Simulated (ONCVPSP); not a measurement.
# Varying the ONCV potential for Rb

Base potential:

| Property | Result |
| --- | --- |
| Element | Rb |
| Generator | ONCVPSP 4.0.1 |
| Type | optimised norm-conserving Vanderbilt (ONCV) |
| Functional | PBE |
| Relativity | fully relativistic |
| Frozen core | [Ar] 3d10 |
| Valence charge | 9 |
| Reference configuration | 4s2 4p6 5s1 |
| Partial waves | 4s+5s: rc 2.70 bohr, ncon 4, nbas 7, qcut 5.3 1/bohr, 2 projectors; 4p: rc 1.90 bohr, ncon 5, nbas 8, qcut 5.8 1/bohr, 2 projectors, debl 1.4 Ha; d scattering state at 0.13 Ha: rc 2.35 bohr, ncon 4, nbas 7, qcut 3.7 1/bohr, 2 projectors, debl 3.9 Ha |
| Local potential | polynomial inside 1.85 bohr (lpopt 2, dvloc0 0 Ha) |
| Core correction | polynomial model core, fcfact 0.5 |

Open shells are filled in proportion to 2j + 1.

Cutoffs, loose and tight: the cutoffs (Ha) at which the residual kinetic energy of the hardest occupied pseudo-wave falls to 1 and 0.1 mHa per electron. They do not see the model core or the augmentation charge, which bear on the density cutoff. Test errors are all-electron minus pseudo excitation energies from the reference, over the configurations 4s2 4p6 5s0; 4s2 4p6 5s0.5; 4s2 4p6 5s0 5p1; 4s1 4p6 5s1. A dash means not determined; rows that change the core or the reference have their own tests.

A true bound ghost makes a file unfit for plane-wave use even where its test errors are small: the radial tests pick states by their node count and pass the ghost by.

| change | outcome | cutoff, loose | cutoff, tight | bound ghosts | GHOST(+) flags above zero | largest test error (meV) |
| --- | --- | --- | --- | --- | --- | --- |
| base | generated | 14 Ha | 28 Ha | none | none | -235 |
| s: qcut 3.3 | generated | 14 Ha | 28 Ha | none | s | -362 |
| s: qcut 4.3 | generated | 14 Ha | 28 Ha | s | none | -356 |
| s: qcut 5.4 | generated | 14 Ha | 28 Ha | none | none | -230 |
| s: qcut 5.8 | generated | 14 Ha | 28 Ha | none | none | -198 |
| s: qcut 7.1 | generated | 14 Ha | 28 Ha | none | none | -118 |
| s: qcut 8 | failed: oncvpsp_r: lschvkbb convergence ERROR, n= 1 l= 0 | – | – | – | – | – |

Reading the sweep of the qcut of the s channel (base included, trends over the rows without a ghost): The loose cutoff stays near 14 Ha. The median size of the test errors (rows with all tests solved) stays near 0.2 meV. Bound ghosts are found at 4.3 1/bohr. The generation fails at 8 1/bohr.
